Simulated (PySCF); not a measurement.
Zn(Br)(OSiH3) (BrH3OSiZn), SMILES [SiH3][O][Zn][Br].

The structure is a stationary point at TPSSh-D3(BJ)/def2-SVP. The structure was generated by enumeration; whether it is a known compound was not checked. One conformer was computed; it need not be the lowest.

These are r2SCAN/def2-TZVP (PySCF) values and carry that method's errors.

The molecule is in vacuum.

Question: Estimate the frontier levels, gap, dipole moment and polarisability. (An estimate is asked for; the answer gives what the named calculation found.)

Answer: 
```yaml
highest_occupied_level: -7.38 eV
lowest_empty_level: -2.33 eV
orbital_gap: 5.05 eV
dipole_moment: 0.16 D
quadrupole, principal values (traceless, Buckingham form, about the centre of nuclear charge): -7.33, 3.39, 3.93 D·Å
mean_static_polarisability: 71.3 bohr³ (10.56 Å³)
polarisability_principal_values: 57.4, 57.5, 99.0 bohr³
```
